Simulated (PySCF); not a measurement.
The numbers are results of TPSSh-D3(BJ)/def2-TZVP // CAM-B3LYP-D3(BJ)/def2-SVP in PySCF, not measurements. Gas-phase values, no solvent. Delta-SCF ions had no search for a lower state. Excitations are Tamm–Dancoff values on a coarser integration grid. The basis has no diffuse functions, so Rydberg states are missing or too high.

Reference species (SMILES): `[SeH+]1[BH2-][SeH+][BH2-]1` (neutral, multiplicity 1).

The vertical ionisation energy (Delta-SCF) comes out as 9.47 eV and the HOMO–LUMO gap is 6.23 eV. The T1 excitation (TDA) is 5.24 eV. The S1 oscillator strength is 0.000.

Changed species: `[BH2-]1[OH+][BH2-][OH+]1`.

What does the change do to the vertical ionisation energy (Delta-SCF), HOMO–LUMO gap, T1 excitation (TDA) and S1 oscillator strength?

the vertical ionisation energy (Delta-SCF) increases by 0.55 eV, to 10.02 eV; the HOMO–LUMO gap rises by 0.99 eV, to 7.22 eV; the T1 excitation (TDA) rises by 1.17 eV, to 6.41 eV; the S1 oscillator strength is nearly the same.
